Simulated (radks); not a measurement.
Q: Spherical quantum dot in the effective-mass picture: electrons in a parabolic well V = omega^2 r^2 / 2 with omega unknown, all in effective atomic units (hartree* = m*/eps^2 hartree, bohr* = eps/m* bohr), one dielectric constant everywhere. Method: non-relativistic Kohn-Sham, LDA (Slater exchange, Perdew-Wang correlation), spin-polarised, spherical densities; computed with a radial shooting solver with Libxc functionals. Levels are named by radial order and angular momentum (1s, 1p, 1d, 2s, ...), and open shells are averaged over m. Each electron was tried in the lowest free levels, single moves between levels near the top were tried too, and the lowest total energy was kept; such a search can miss a lower state. The values of mu = E(N) - E(N-1) (hartree*) for N = 2 to 12 are 0.57227, 0.91405, 1.0961, 1.2744, 1.4821, 1.6401, 1.7958, 2.0402, 2.1798, 2.3173, 2.4524. Estimate omega.

A: omega = 0.188 (effective atomic units). The first electron has mu near 1.5 omega without a central charge, and each new shell adds about omega plus the charging energy.
